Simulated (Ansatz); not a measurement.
One change: `[SiH3][C@H]1O[C@@H]1I` becomes `[SiH3]C1CO1`.

Ansatz, PBE0-D4/def2-TZVP geometries, multiplicity 1. 

Elements past krypton have def2 core potentials.

```
                                          property  `[SiH3][C@H]1O[C@@H]1I`
size of the dipole moment (ωB97M-V/def2-TZVPP) / D                     1.82
             HOMO–LUMO gap (B3LYP/def2-TZVPP) / eV                     5.89
                LUMO energy (PBE0/def2-TZVPP) / eV                    -1.04
    size of the dipole moment (PBE/def2-TZVPP) / D                     1.69
           HOMO–LUMO gap (ωB97M-V/def2-TZVPP) / eV                    10.48
                 HOMO energy (PBE/def2-TZVPP) / eV                    -6.25
```

Problem. Give the same properties after the change, and the shifts. (Estimate.)

Solution. The calculation gave: 
| property | `[SiH3]C1CO1` | shift |
| --- | --- | --- |
| size of the dipole moment (ωB97M-V/def2-TZVPP) / D | 1.72 | -0.10 |
| HOMO–LUMO gap (B3LYP/def2-TZVPP) / eV | 7.96 | 2.07 |
| LUMO energy (PBE0/def2-TZVPP) / eV | 0.65 | 1.69 |
| size of the dipole moment (PBE/def2-TZVPP) / D | 1.56 | -0.13 |
| HOMO–LUMO gap (ωB97M-V/def2-TZVPP) / eV | 12.41 | 1.93 |
| HOMO energy (PBE/def2-TZVPP) / eV | -6.21 | 0.04 |

With PBE0 the HOMO falls by 0.39 eV and the LUMO rises by 1.69 eV, so the gap widens by about 2.08 eV. PBE moves the HOMO by 0.04 eV and ωB97M-V by -0.62 eV. Dipoles are sizes alone; their direction can turn.

B3LYP here is the variant with VWN-RPA as its local correlation; programs differ in this.

Spin–orbit coupling is left out; it splits and shifts lone-pair levels of the heavy atoms by tenths of an eV.
